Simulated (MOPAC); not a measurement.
Input file for MOPAC: AM1 on C2H7Al (SMILES [CH3][AlH][CH3]), a point of a torsion scan.

```
AM1 1SCF PRECISE CHARGE=0 THREADS=1
C2H7Al

C      1.75246314 1     0.35592007 1    -0.17779423 1
Al     0.22996223 1    -0.49245528 1     0.78179951 1
C     -0.26121633 1    -2.41970212 1     0.84670220 1
H      2.15119509 1    -0.27316256 1    -0.98319249 1
H      1.46557208 1     1.31105343 1    -0.63369600 1
H      2.59944805 1     0.58159498 1     0.48061218 1
H     -0.69371842 1     0.47058549 1     1.57575382 1
H      0.52374217 1    -3.05447238 1     1.27427902 1
H     -1.15641590 1    -2.57358243 1     1.46228541 1
H     -0.48464209 1    -2.84201918 1    -0.14016647 1
```

Program output:

```
*******************************************************************************
 **                                                                           **
 **                              MOPAC v23.2.5                                **
 **                                                                           **
 *******************************************************************************
 ** MOPAC's Digital Object Identifier: https://doi.org/10.5281/zenodo.6511958 **
 **                                                                           **
 ** Please cite the open-source release paper for use of this MOPAC version:  **
 ** J. E. Moussa and J. J. P. Stewart (2026)                                  **
 ** MOPAC: An open-source semiempirical molecular orbital program             **
 ** J. Open Source Softw., 11(119), 8025, https://doi.org/10.21105/joss.08025 **
 *******************************************************************************

                              AM1 CALCULATION RESULTS

 *******************************************************************************
 *  AM1        - The AM1 Hamiltonian to be used
 *
 *
 *
 *                 CHARGE ON SYSTEM = 0
 *
 *
 *
 *  PRECISE    - TIGHTER CRITERIA TO BE USED
 *  1SCF       - DO 1 SCF AND THEN STOP
 *  THREADS=1  - MULTI-THREADING NOT USED
 *  T=         - A TIME OF 172800.0 SECONDS REQUESTED
 *  DUMP=N     - RESTART FILE WRITTEN EVERY 7200.0 SECONDS REQUESTED
 *******************************************************************************
AM1 1SCF PRECISE CHARGE=0 THREADS=1
 C2H7Al

   ATOM   CHEMICAL          X               Y               Z
  NUMBER   SYMBOL      (ANGSTROMS)     (ANGSTROMS)     (ANGSTROMS)

     1       C          1.75246314  *   0.35592007  *  -0.17779423  *
     2      Al          0.22996223  *  -0.49245528  *   0.78179951  *
     3       C         -0.26121633  *  -2.41970212  *   0.84670220  *
     4       H          2.15119509  *  -0.27316256  *  -0.98319249  *
     5       H          1.46557208  *   1.31105343  *  -0.63369600  *
     6       H          2.59944805  *   0.58159498  *   0.48061218  *
     7       H         -0.69371842  *   0.47058549  *   1.57575382  *
     8       H          0.52374217  *  -3.05447238  *   1.27427902  *
     9       H         -1.15641590  *  -2.57358243  *   1.46228541  *
    10       H         -0.48464209  *  -2.84201918  *  -0.14016647  *



          CARTESIAN COORDINATES

    NO.       ATOM           X           Y           Z

     1         C          1.7525      0.3559     -0.1778
     2        Al          0.2300     -0.4925      0.7818
     3         C         -0.2612     -2.4197      0.8467
     4         H          2.1512     -0.2732     -0.9832
     5         H          1.4656      1.3111     -0.6337
     6         H          2.5994      0.5816      0.4806
     7         H         -0.6937      0.4706      1.5758
     8         H          0.5237     -3.0545      1.2743
     9         H         -1.1564     -2.5736      1.4623
    10         H         -0.4846     -2.8420     -0.1402

  H: (AM1): M.J.S. DEWAR ET AL, J. AM. CHEM. SOC. 107 3902-3909 (1985)
  C: (AM1): M.J.S. DEWAR ET AL, J. AM. CHEM. SOC. 107 3902-3909 (1985)
 Al: (AM1): M. J. S. Dewar, A. J. Holder, Organometallics, 9, 508-511 (1990).

           Empirical Formula: C2 H7 Al  =    10 atoms



      MOLECULAR POINT GROUP   :   C1


      RHF CALCULATION, NO. OF DOUBLY OCCUPIED LEVELS = 9


 -------------------------------------------------------------------------------
 AM1 1SCF PRECISE CHARGE=0 THREADS=1
 C2H7Al



     1SCF WAS SPECIFIED, SO BFGS WAS NOT USED
     SCF FIELD WAS ACHIEVED


                              AM1 CALCULATION
                                                       MOPAC v23.2.5 Linux




          FINAL HEAT OF FORMATION =          7.76792 KCAL/MOL =      32.50098 KJ/MOL


          COSMO AREA              =        113.25 SQUARE ANGSTROMS
          COSMO VOLUME            =         99.19 CUBIC ANGSTROMS

          IONIZATION POTENTIAL    =         10.379329 EV
          HOMO LUMO ENERGIES (EV) =        -10.379 -0.799
          NO. OF FILLED LEVELS    =          9
          MOLECULAR WEIGHT        =         58.0588         POINT GROUP:  C1

          MOLECULAR DIMENSIONS (Angstroms)

            Atom       Atom       Distance
            H     9    H     5     5.13404
            H     7    H     4     3.38397
            H     6    H    10     2.35879


          SCF CALCULATIONS        =          1





   ATOM   CHEMICAL          X               Y               Z
  NUMBER   SYMBOL      (ANGSTROMS)     (ANGSTROMS)     (ANGSTROMS)

     1       C          1.75246314  *   0.35592007  *  -0.17779423  *
     2      Al          0.22996223  *  -0.49245528  *   0.78179951  *
     3       C         -0.26121633  *  -2.41970212  *   0.84670220  *
     4       H          2.15119509  *  -0.27316256  *  -0.98319249  *
     5       H          1.46557208  *   1.31105343  *  -0.63369600  *
     6       H          2.59944805  *   0.58159498  *   0.48061218  *
     7       H         -0.69371842  *   0.47058549  *   1.57575382  *
     8       H          0.52374217  *  -3.05447238  *   1.27427902  *
     9       H         -1.15641590  *  -2.57358243  *   1.46228541  *
    10       H         -0.48464209  *  -2.84201918  *  -0.14016647  *

                             CARTESIAN COORDINATES

   1    C        1.752463140     0.355920070    -0.177794230
   2   Al        0.229962230    -0.492455280     0.781799510
   3    C       -0.261216330    -2.419702120     0.846702200
   4    H        2.151195090    -0.273162560    -0.983192490
   5    H        1.465572080     1.311053430    -0.633696000
   6    H        2.599448050     0.581594980     0.480612180
   7    H       -0.693718420     0.470585490     1.575753820
   8    H        0.523742170    -3.054472380     1.274279020
   9    H       -1.156415900    -2.573582430     1.462285410
  10    H       -0.484642090    -2.842019180    -0.140166470


           Empirical Formula: C2 H7 Al  =    10 atoms



      MOLECULAR POINT GROUP   :   C1


                  EIGENVALUES
 -28.31871 -28.22312 -13.81451 -13.35051 -13.25524 -13.10960 -12.98785 -10.58494
 -10.37933  -0.79890   1.27312   2.65689   2.77195   4.75412   4.81455   4.85325
   4.90165   5.47233   5.52961


              NET ATOMIC CHARGES AND DIPOLE CONTRIBUTIONS

  ATOM NO.   TYPE          CHARGE      No. of ELECS.   s-Pop       p-Pop
    1          C          -0.356289        4.3563     1.25115     3.10514
    2         Al           0.370894        2.6291     1.08953     1.53957
    3          C          -0.355812        4.3558     1.25115     3.10466
    4          H           0.066019        0.9340     0.93398
    5          H           0.072777        0.9272     0.92722
    6          H           0.076346        0.9237     0.92365
    7          H          -0.089629        1.0896     1.08963
    8          H           0.073157        0.9268     0.92684
    9          H           0.069419        0.9306     0.93058
   10          H           0.073117        0.9269     0.92688
 DIPOLE           X         Y         Z       TOTAL
 POINT-CHG.    -0.068     0.102     0.101     0.159
 HYBRID         0.352    -0.360    -0.304     0.588
 SUM            0.283    -0.258    -0.203     0.434


          ATOMIC ORBITAL ELECTRON POPULATIONS

     Atom    s        px        py        pz
    1  C   1.25115   1.04956   1.02616   1.02941
    2 Al   1.08953   0.51734   0.72022   0.30201
    3  C   1.25115   1.02012   1.07086   1.01368
    4  H   0.93398
    5  H   0.92722
    6  H   0.92365
    7  H   1.08963
    8  H   0.92684
    9  H   0.93058
   10  H   0.92688

 **********************
 *                    *
 * JOB ENDED NORMALLY *
 *                    *
 **********************




 == MOPAC DONE ==
```

The run finished.

Cost: roughly 0.04 core-seconds.
